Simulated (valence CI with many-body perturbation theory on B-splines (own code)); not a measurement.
**Forbidden lines of Pm XXII**

Calculated by relativistic CI+MBPT: four valence electrons over a frozen Dirac-Fock core [Kr], radial functions for each j: 7 s, 7 p, 8 d, 6 f, 4 g, 1 h, with the one-electron correlation potential Σ1, the two-electron term Σ2, the three-electron term Σ3, Breit, model QED; selected CI, second order for the rest, scaled by the run's own slope (own B-spline code, finite nucleus).

No measured levels were compared; by estimate terms of the open shell hold to 2 to 4 % of their energy, and close levels can change places. The list stops below the first excitations out of the core.

Lines 1 to 50 of 119 in falling wavelength, among levels below 685750 cm⁻¹, chosen from the decays that carry over 1 % of a level's rate. Wavelengths and rates use the calculated energies, so an error of 2000 cm⁻¹ moves a line at 995.3 nm by 20 % and its rate by three times that or more. Electric multipoles are in the length gauge, E1 and E2 with the static RPA response of the core. S is in atomic units (e²a₀⁴ for E2 and M2, e²a₀⁶ for E3), for M1 in squared Bohr magnetons. Weak lines are less certain than strong ones. Lines between different terms over intervals too small for the method are left out, as are lines whose strength nearly cancels.

Levels are named by their leading jj configuration (3d3/2^4 stands for four electrons in 3d with j = 3/2), which in mixed levels can hold well under half, so a name can repeat and another be missing. Letters in brackets count levels of one name in rising energy.

```tsv
λ vac (nm)	Upper	Lower	Type	A (s⁻¹)	S (a.u.)
1435	(4d3/2^2 4d5/2^2) J=6	(4d3/2^2 4d5/2^2) J=5	M1	3.38e+00	4.81e+00
1020	(4d3/2^3 4d5/2) J=3	(4d3/2^3 4d5/2) J=2	M1	3.08e+01	8.47e+00
995.3	(4d3/2^3 4d5/2) J=4	(4d3/2^3 4d5/2) J=2	E2	2.28e-05	1.79e-02
726.2	(4d3/2^2 4d5/2^2) J=2 [b]	(4d3/2^2 4d5/2^2) J=1	M1	2.65e+01	1.88e+00
664.3	(4d3/2^2 4d5/2^2) J=4 [b]	(4d3/2^2 4d5/2^2) J=5	M1	4.62e+00	4.52e-01
646.5	(4d3/2^2 4d5/2^2) J=5	(4d3/2^2 4d5/2^2) J=4 [a]	M1	4.61e+01	5.07e+00
575.9	(4d3/2^3 4d5/2) J=2	(4d3/2^3 4d5/2) J=1	M1	2.08e+02	7.38e+00
439.9	(4d3/2^2 4d5/2^2) J=4 [b]	(4d3/2^2 4d5/2^2) J=3 [a]	M1	1.40e+02	3.99e+00
436.7	(4d3/2^2 4d5/2^2) J=1	(4d3/2^2 4d5/2^2) J=0 [a]	M1	1.82e+02	1.69e+00
422.1	(4d3/2^2 4d5/2^2) J=2 [b]	(4d3/2^2 4d5/2^2) J=2 [a]	M1	8.81e+01	1.23e+00
404.3	(4d3/2 4d5/2^3) J=3 [c]	(4d3/2^2 4d5/2^2) J=2 [e]	M1	1.54e+02	2.65e+00
387.6	(4d3/2 4d5/2^3) J=3 [a]	(4d3/2^2 4d5/2^2) J=4 [b]	M1	6.84e+01	1.03e+00
385.5	(4d3/2 4d5/2^3) J=1 [b]	(4d3/2^2 4d5/2^2) J=2 [e]	M1	9.90e+01	6.30e-01
380.3	(4d3/2^2 4d5/2^2) J=3 [b]	(4d3/2^2 4d5/2^2) J=3 [a]	M1	2.14e+01	3.05e-01
369.0	(4d3/2^3 4d5/2) J=1	(4d3/2^4) J=0	M1	6.67e+02	3.73e+00
361.9	(4d3/2^2 4d5/2^2) J=4 [a]	(4d3/2^3 4d5/2) J=4	M1	6.76e+02	1.07e+01
358.7	(4d3/2^2 4d5/2^2) J=4 [a]	(4d3/2^3 4d5/2) J=3	M1	1.50e+02	2.32e+00
352.0	(4d3/2^2 4d5/2^2) J=4 [c]	(4d3/2 4d5/2^3) J=4 [a]	M1	7.98e+01	1.16e+00
327.6	(4d3/2^2 4d5/2^2) J=4 [b]	(4d3/2^2 4d5/2^2) J=4 [a]	M1	6.17e+01	7.25e-01
327.5	(4d3/2 4d5/2^3) J=4 [a]	(4d3/2^2 4d5/2^2) J=5	M1	1.29e+02	1.51e+00
306.5	(4d3/2 4d5/2^3) J=3 [b]	(4d3/2^2 4d5/2^2) J=2 [c]	M1	3.80e+01	2.84e-01
301.6	(4d3/2 4d5/2^3) J=3 [b]	(4d3/2 4d5/2^3) J=3 [a]	M1	1.56e+02	1.11e+00
300.2	(4d3/2 4d5/2^3) J=1 [b]	(4d3/2 4d5/2^3) J=0	M1	9.69e+01	2.92e-01
294.3	(4d3/2 4d5/2^3) J=1 [a]	(4d3/2^2 4d5/2^2) J=2 [b]	M1	2.76e+02	7.82e-01
293.4	(4d3/2^2 4d5/2^2) J=3 [b]	(4d3/2^2 4d5/2^2) J=4 [a]	M1	1.30e+01	8.54e-02
289.6	(4d3/2 4d5/2^3) J=5	(4d3/2^2 4d5/2^2) J=4 [b]	M1	5.76e+02	5.70e+00
287.1	(4d3/2^2 4d5/2^2) J=2 [e]	(4d3/2^2 4d5/2^2) J=2 [c]	M1	4.48e+02	1.97e+00
282.3	(4d3/2^2 4d5/2^2) J=3 [a]	(4d3/2^3 4d5/2) J=4	M1	2.71e+01	1.58e-01
280.4	(4d3/2^2 4d5/2^2) J=3 [a]	(4d3/2^3 4d5/2) J=3	M1	7.00e+02	4.00e+00
274.1	(4d3/2 4d5/2^3) J=3 [c]	(4d3/2^2 4d5/2^2) J=2 [d]	M1	3.10e+01	1.66e-01
265.5	(4d3/2^2 4d5/2^2) J=2 [c]	(4d3/2^2 4d5/2^2) J=1	M1	1.02e+02	3.55e-01
265.3	(4d3/2 4d5/2^3) J=1 [b]	(4d3/2^2 4d5/2^2) J=2 [d]	M1	6.13e+02	1.27e+00
261.7	(4d3/2 4d5/2^3) J=4 [a]	(4d3/2^2 4d5/2^2) J=3 [a]	M1	1.93e+02	1.16e+00
247.9	(4d3/2^2 4d5/2^2) J=4 [c]	(4d3/2^2 4d5/2^2) J=3 [b]	M1	1.10e+02	5.58e-01
238.1	(4d3/2 4d5/2^3) J=3 [c]	(4d3/2^2 4d5/2^2) J=4 [c]	M1	6.52e+02	2.28e+00
234.7	(4d3/2 4d5/2^3) J=5	(4d3/2^2 4d5/2^2) J=6	M1	3.57e+02	1.88e+00
232.0	(4d3/2^2 4d5/2^2) J=5	(4d3/2^3 4d5/2) J=4	M1	5.22e+02	2.66e+00
227.8	(4d3/2^2 4d5/2^2) J=4 [c]	(4d3/2^2 4d5/2^2) J=4 [b]	M1	1.83e+01	7.22e-02
219.9	(4d3/2^2 4d5/2^2) J=3 [a]	(4d3/2^3 4d5/2) J=2	M1	5.63e+02	1.55e+00
218.1	(4d3/2^2 4d5/2^2) J=2 [d]	(4d3/2^2 4d5/2^2) J=3 [b]	M1	5.93e+02	1.14e+00
217.4	(4d3/2 4d5/2^3) J=4 [a]	(4d3/2^2 4d5/2^2) J=4 [a]	M1	2.03e+03	6.95e+00
213.6	(4d3/2 4d5/2^3) J=6	(4d3/2^2 4d5/2^2) J=6	M1	7.66e+02	3.60e+00
213.0	(4d3/2^2 4d5/2^2) J=2 [a]	(4d3/2^3 4d5/2) J=2	M1	6.67e+02	1.20e+00
212.8	(4d3/2^2 4d5/2^2) J=2 [d]	(4d3/2^2 4d5/2^2) J=2 [b]	M1	5.23e+02	9.34e-01
212.5	(4d3/2 4d5/2^3) J=3 [a]	(4d3/2^2 4d5/2^2) J=2 [a]	M1	1.56e+03	3.88e+00
210.1	(4d3/2^2 4d5/2^2) J=2 [c]	(4d3/2^2 4d5/2^2) J=2 [a]	M1	3.16e+02	5.43e-01
209.4	(4d3/2 4d5/2^3) J=1 [a]	(4d3/2^2 4d5/2^2) J=1	M1	1.00e+03	1.03e+00
206.0	(4d3/2 4d5/2^3) J=3 [a]	(4d3/2^2 4d5/2^2) J=3 [a]	M1	1.40e+03	3.18e+00
203.8	(4d3/2^2 4d5/2^2) J=2 [c]	(4d3/2^2 4d5/2^2) J=3 [a]	M1	3.81e+01	5.98e-02
201.7	(4d3/2 4d5/2^3) J=5	(4d3/2^2 4d5/2^2) J=5	M1	5.55e+02	1.86e+00
```
